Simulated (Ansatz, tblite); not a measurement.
Isomers of Si4Ge⁻ (doublet), found by a short tight-binding search and relaxed with B3LYP-D4/def2-SVPD in Ansatz.

The xTB rows come from tblite. B3LYP takes the VWN-RPA correlation.

Run but left out: HF/STO-3G, HF/def2-SVPD, HF/def2-TZVPD, MP2/def2-SVPD, MP2/def2-TZVPD, CCSD/def2-SVPD, CCSD(T)/def2-SVPD (B: ⟨S²⟩ 1.54 to 1.96, where a pure state has 0.75); HF/STO-3G, HF/def2-SVPD, HF/def2-TZVPD, MP2/def2-SVPD, MP2/def2-TZVPD (C: ⟨S²⟩ 1.14 to 1.49, where a pure state has 0.75).

B: At PBE0-D4/def2-TZVPD, r2SCAN0-D4/def2-TZVPD the charge -1 doublet is spin-contaminated (final ⟨S²⟩ up to 1.00, 0.75 for a pure state).

Other spin states weren't relaxed.

A:

```xyz
5

Si   -0.5969   -0.8787    1.2244
Si   -0.3374    1.5822   -0.1013
Si    0.9907   -0.6879   -1.0830
Si    1.3718    0.3808    0.9753
Ge   -1.4281   -0.3965   -1.0154
```

B:

Cartesian coordinates in Å:
```
Si 2.1797 -2.3856 -0.9022
Si 0.7633 -0.8298 -0.3137
Si -1.4473 -0.2389 0.1874
Si -1.8919 1.9274 0.7506
Ge 0.3962 1.5270 0.2779
```

C:

Cartesian coordinates in Å:
```
Si -1.4787 1.7359 -0.6019
Si 0.2922 0.3485 -0.9346
Si 0.8099 -0.5383 1.3992
Si -1.4941 -0.1820 0.7754
Ge 1.8708 -1.3640 -0.6381
```

Problem. Estimate their order by electronic energy at B3LYP-D4/def2-TZVPD, counted from the lowest.

Solution. A (0.00) < C (0.83) < B (1.38), in eV.

Problem. Do the other levels pick the same lowest one?

Solution. Not GFN2-xTB. Energies above each level's lowest (eV):

| level | A | B | C |
| --- | --- | --- | --- |
| GFN2-xTB | 0.33 | 0.00 | 0.16 |
| PBE-D4/def2-TZVPD | 0.00 | 1.64 | 0.97 |
| r2SCAN-D4/def2-TZVPD | 0.00 | 1.58 | 0.98 |
| B3LYP-D4/def2-TZVPD | 0.00 | 1.38 | 0.83 |
| PBE0-D4/def2-TZVPD | 0.00 | 1.71 | 1.04 |
| r2SCAN0-D4/def2-TZVPD | 0.00 | 1.66 | 1.05 |
Point groups (tolerance 0.1 Å): A C3v, B Cs, C not assigned. Lower isomers may exist.
